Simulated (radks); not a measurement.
Radial electron density D(r) = 4 pi r^2 rho(r) of an atom or ion with 45 electrons. Method: Dirac Kohn-Sham, LB94 model potential, spin-unpolarised, spherical densities, finite nucleus; Fermi nuclear charge, rms radius of each element as measured or else 0.836 A^(1/3) + 0.57 fm; computed with a radial shooting solver on a logarithmic mesh with Libxc functionals.

r (bohr),D(r) (e/bohr)
0.003104,16.15
0.004009,23.20
0.005138,32.03
0.006584,42.67
0.008505,54.71
0.0109,65.71
0.01408,73.81
0.01804,76.24
0.0233,72.93
0.02986,67.83
0.03827,67.76
0.04943,77.82
0.06335,92.29
0.08183,97.28
0.1049,85.58
0.1355,72.11
0.1736,75.98
0.2224,83.36
0.2873,66.26
0.3682,37.46
0.4756,28.66
0.6095,32.61
0.7873,24.91
1.009,10.69
1.293,2.423
1.67,0.2371
2.14,0.009558

What is the nuclear charge?

Answer. Z = 57. The innermost maximum, from 1s, lies near gamma/Z bohr with gamma = sqrt(1 - (Z/c)^2) = 0.909, here 0.016 bohr (found: 0.0176), and its height grows with Z. The density is that of the lanthanum ion La12+ in [Kr] 4d9; the configuration itself is not fixed sharply by these data, and Z only to a few units. D(r) has 4 maxima, at r = 0.0176, 0.0774, 0.219, 0.609 bohr, and minima at 0.0342, 0.144, 0.457 bohr, inside which lie 2.03, 11.22, 29.15 electrons.
